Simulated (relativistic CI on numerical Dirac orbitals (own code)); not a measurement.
Ta¹⁷⁺: sensitivity of the levels to the model

Base calculation: Dirac-Coulomb-Breit CI, orbitals from a KLI potential per configuration, model QED, unscaled Slater integrals.

CI space (outside the closed core [Ar] 3d10): 4s²4p⁶4d¹⁰4f¹⁰, 4s²4p⁶4d¹⁰4f⁹5s, 4s²4p⁶4d¹⁰4f⁸5s5p, 4s²4p⁶4d¹⁰4f⁹5p, 4s²4p⁶4d⁹4f¹¹, 4s²4p⁶4d¹⁰4f⁹6s, 4s²4p⁶4d¹⁰4f⁹5f, 4s²4p⁵4d¹⁰4f¹¹, 4s²4p⁶4d¹⁰4f⁹7s, 4p⁶4d¹⁰4f¹², 4p⁶4d⁹4f¹³, 4p⁵4d¹⁰4f¹³. Double excitations out of closed p, d and f shells are left out; levels of such configurations are missing from the list, as are those of other unlisted configurations, and high levels can miss mixing partners.

The lowest level and the first level of each name with at least 55 % of one term (blank where a level has no safe partner in the second run):

| Level | Base (cm⁻¹) | Shift (cm⁻¹) |
| --- | --- | --- |
| 4s²4p⁶4d¹⁰4f¹⁰ ⁵I8 | 0.0 | 0.0 |
| 4s²4p⁶4d¹⁰4f¹⁰ ⁵I7 | 13100.8 | +428.7 |
| 4s²4p⁶4d¹⁰4f¹⁰ ⁵I6 | 21227.7 | +424.8 |
| 4s²4p⁶4d¹⁰4f¹⁰ ⁵I5 | 26186.5 | -61.6 |
| 4s²4p⁶4d¹⁰4f¹⁰ ⁵I4 | 31634.3 | +302.6 |
| 4s²4p⁶4d¹⁰4f¹⁰ ⁵F5 | 31905.4 | -189.3 |
| 4s²4p⁶4d¹⁰4f¹⁰ ³K8 | 39077.0 | +431.7 |
| 4s²4p⁶4d¹⁰4f¹⁰ ⁵F4 | 39793.0 | -305.1 |
| 4s²4p⁶4d¹⁰4f¹⁰ ⁵F3 | 44742.9 | -166.9 |
| 4s²4p⁶4d¹⁰4f¹⁰ ⁵G6 | 45727.2 | -240.3 |
| 4s²4p⁶4d¹⁰4f¹⁰ ⁵F1 | 47307.5 | -350.0 |
| 4s²4p⁶4d¹⁰4f⁹5s ⁷H°8 | 48770.2 | -2961.6 |
| 4s²4p⁶4d¹⁰4f¹⁰ ³K7 | 50875.7 | +806.1 |
| 4s²4p⁶4d¹⁰4f¹⁰ ³L9 | 53761.6 | +1038.1 |

At this charge transitions that keep the count of f electrons are usually good to a few per cent. Terms inside the open d or f shell come out 10 to 20 % too wide with unscaled integrals. Levels that differ in their count of f electrons can be misplaced by several ten thousand cm⁻¹, since the correlation energy of f electrons is missing or only estimated; rates across such gaps can be off by orders of magnitude.

Q: One thing was changed in a second run, which moved the levels as shown. Which?
A. valence Slater integrals scaled by 0.9
B. only the first 3 configurations
C. Breit term removed
D. QED terms removed
E. configuration mixing switched off

A: C. Breit term removed. The Breit term mainly narrows fine-structure intervals, so removing it widens them.

LS names give the leading component of a level, which can be under half, so a name can repeat, a term be missing and a line seem to break the LS rules.
